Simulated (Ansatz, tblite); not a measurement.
Cost and result up the ladder for `CCC(CC(CC(CC(C)OC)OC)OC)OC` (48 atoms). Charge 0, multiplicity 1. Geometry: PBE-D4/def2-SVP.

```xyz
48

C    -4.365   -0.550   -1.725
C    -3.037   -0.875   -2.407
C    -1.824   -0.810   -1.471
C    -0.518   -1.139   -2.203
C     0.736   -1.173   -1.316
C     1.123    0.194   -0.737
C     1.759    0.110    0.648
C     2.146    1.482    1.223
C     0.990    2.477    1.354
C     1.419    3.754    2.080
O    -0.072    1.799    2.034
C    -1.323    2.440    1.960
O     2.898   -0.745    0.554
C     3.303   -1.317    1.773
O     1.837   -1.659   -2.085
C     2.143   -3.011   -1.863
O    -1.996   -1.736   -0.389
C    -2.148   -1.150    0.885
H    -5.214   -0.620   -2.435
H    -4.560   -1.259   -0.896
H    -4.368    0.477   -1.303
H    -3.077   -1.898   -2.841
H    -2.858   -0.183   -3.258
H    -1.761    0.225   -1.054
H    -0.626   -2.139   -2.675
H    -0.360   -0.412   -3.028
H     0.527   -1.872   -0.474
H     1.825    0.677   -1.450
H     0.230    0.846   -0.664
H     1.015   -0.354    1.343
H     2.596    1.340    2.229
H     2.933    1.928    0.579
H     0.630    2.756    0.330
H     1.748    3.516    3.112
H     0.598    4.496    2.138
H     2.263    4.235    1.547
H    -2.069    1.766    2.425
H    -1.350    3.414    2.505
H    -1.633    2.632    0.903
H     4.131   -2.019    1.551
H     3.679   -0.568    2.512
H     2.476   -1.888    2.265
H     2.993   -3.274   -2.525
H     1.293   -3.698   -2.105
H     2.451   -3.200   -0.805
H    -1.284   -0.504    1.170
H    -2.222   -1.976    1.621
H    -3.076   -0.534    0.967
```

Ansatz on 2 threads of AMD EPYC 7R13 on a shared host and a share (18 GiB) of an NVIDIA H100 80GB HBM3; xTB runs through tblite on one thread. Times are rough, summed over both states, and most runs start from the orbitals of an earlier one. PBE0-D4/def2-TZVP serves as the yardstick here, not as an exact answer. The other state is a doublet.

The xTB rows come from tblite. LC-ωPBE has ω = 0.4 bohr⁻¹. Single mean-field runs in def2-TZVP are fitted with def2-universal-jkfit. HOMO above LUMO, or a gap near zero within one spin, warns that the state may not be the lowest or that an electron is smeared out.

Raw xTB energies of ions are shifted by several eV.

```json
{"level": "PBE0-D4/def2-TZVP", "functions": "738", "vertical IE (eV)": "8.25", "difference from PBE0-D4/def2-TZVP (eV)": "0.00", "remarks": "–"}
{"level": "GFN1-xTB", "functions": "132", "vertical IE (eV)": "13.54", "difference from PBE0-D4/def2-TZVP (eV)": "5.29", "remarks": "–"}
{"level": "LC-ωPBE/def2-TZVP (with forces)", "functions": "738", "vertical IE (eV)": "8.93", "difference from PBE0-D4/def2-TZVP (eV)": "0.68", "remarks": "–"}
{"level": "PBE-D4/def2-TZVP", "functions": "738", "vertical IE (eV)": "7.45", "difference from PBE0-D4/def2-TZVP (eV)": "-0.80", "remarks": "gap within one spin near zero (+1 doublet)"}
{"level": "GFN2-xTB", "functions": "102", "vertical IE (eV)": "12.34", "difference from PBE0-D4/def2-TZVP (eV)": "4.09", "remarks": "–"}
```

Estimate how long each takes.

GFN2-xTB 0.16 s; GFN1-xTB 0.23 s; PBE-D4/def2-TZVP 9.6 s; PBE0-D4/def2-TZVP 12 s; LC-ωPBE/def2-TZVP (with forces) 16 s. On shared hardware such times vary by a factor of up to 3.
